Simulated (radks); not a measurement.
The numbers below are computed, except where a source is named.
Task: Species: Co II. Configuration: [Ar] 3d7 4p1 (not the ground configuration). Code: a radial shooting solver on a logarithmic mesh with Libxc functionals. Model: scalar-relativistic Kohn-Sham, BLYP, spin-polarised, spherical densities, point nucleus; open shells are filled with parallel spins first. Some entries of the table are withheld. Estimate them.

| orbital | occ. | eigenvalue (hartree) | <r> (bohr) | <1/r> (bohr^-1) |
|---|---|---|---|---|
| 1s up | 1 | -279.4992 | 0.05619 | 27.03 |
| 1s down | 1 | -279.4983 | 0.05619 | 27.03 |
| 2s up | 1 | -33.42761 | 0.2556 | 5.810 |
| 2s down | 1 | -33.37129 | 0.2554 | 5.816 |
| 2p up | 3 | -28.68729 | 0.2251 | 5.703 |
| 2p down | 3 | -28.64398 | 0.2248 | 5.709 |
| 3s up | 1 | -4.18207 | 0.7732 | 1.835 |
| 3s down | 1 | -4.05841 | 0.7756 | 1.828 |
| 3p up | 3 | -2.83324 | (1) | 1.692 |
| 3p down | 3 | -2.71269 | (2) | 1.683 |
| 3d up | 5 | -0.71723 | 1.027 | 1.312 |
| 3d down | 2 | -0.60827 | 1.066 | 1.281 |
| 4p up | 1 | -0.31780 | 3.205 | 0.4003 |
| 4p down | 0 | -0.28061 | 3.323 | 0.3863 |

Result: 
(1) 3p up <r> (bohr): 0.8147
(2) 3p down <r> (bohr): 0.8189
